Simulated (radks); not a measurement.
Q: The mean radii <r> (bohr) of the occupied orbitals of an atom or ion are listed with their occupations. All-electron calculation, Dirac Kohn-Sham, PBE, spin-unpolarised, spherical densities, finite nucleus; Fermi nuclear charge, rms radius of each element as measured or else 0.836 A^(1/3) + 0.57 fm. Program: a radial shooting solver on a logarithmic mesh with Libxc functionals.

| orbital | occ. | <r> |
|---|---|---|
| 1s1/2 | 2 | 0.07684 |
| 2s1/2 | 2 | 0.3642 |
| 2p1/2 | 2 | 0.3261 |
| 2p3/2 | 4 | 0.3286 |
| 3s1/2 | 2 | 1.155 |
| 3p1/2 | 2 | 1.263 |
| 3p3/2 | 4 | 1.271 |
| 4s1/2 | 1 | 3.939 |
| 4p1/2 | 0.333333 | 5.163 |
| 4p3/2 | 0.666667 | 5.188 |

Name the element and its charge. Open shells, if any, are shared by 2j + 1.

A: Z = 20, calcium, charge 0: Ca in [Ar] 4s1 4p1. The 1s radius gives Z: for a bare nucleus <r> = (2 gamma + 1)/(2Z) with gamma = sqrt(1 - (Z/c)^2), 0.07446 bohr for Z = 20, and screening makes it slightly larger (0.07684 here). The occupations add up to 20, and the charge is Z minus that.
